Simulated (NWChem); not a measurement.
Species: BaF cation; SMILES [F][Ba+]

All runs: NWChem. Coordinates come from a PBE0/def2-SVP optimisation. def2 effective core potentials on Ba; no spin-orbit coupling. Vertical excitations in the gas phase; the lowest state need not have the same character in each row.

```tsv
level	lowest excitation, singlet (eV)	orbital gap (eV)
PBE/def2-SVP, TDA	5.33	5.33
B3LYP/def2-SVP, TDA	[?]	[?]
LDA (Slater exchange, VWN5)/def2-SVP, TDA	5.52	5.54
CAM-B3LYP/def2-SVP, TDA	6.39	9.44
```

### Question
Fill in the missing entries.

### Answer

- B3LYP/def2-SVP, TDA, lowest excitation, singlet (eV): 5.95
- B3LYP/def2-SVP, TDA, orbital gap (eV): 6.94
